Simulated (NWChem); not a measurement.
System: InH₂I; SMILES [InH2][I]

Computed with NWChem. All runs use the structure optimised with PBE-D3(BJ)/def2-SVP. def2 effective core potentials on In, I; no spin-orbit coupling. Vertical excitations in the gas phase.

Estimate the computed values for CAM-B3LYP/def2-SVP, TDA. Quantities: lowest excitation, singlet (eV); oscillator strength of that lowest state; lowest state with f > 0.02, singlet (eV); oscillator strength of that bright state; orbital gap (eV).

The lowest excitation, singlet (eV) is 4.15 and the oscillator strength of that lowest state comes out as 0.000. The lowest state with f > 0.02, singlet (eV) is 4.77. The oscillator strength of that bright state comes out as 0.036. The orbital gap (eV) is 7.11.
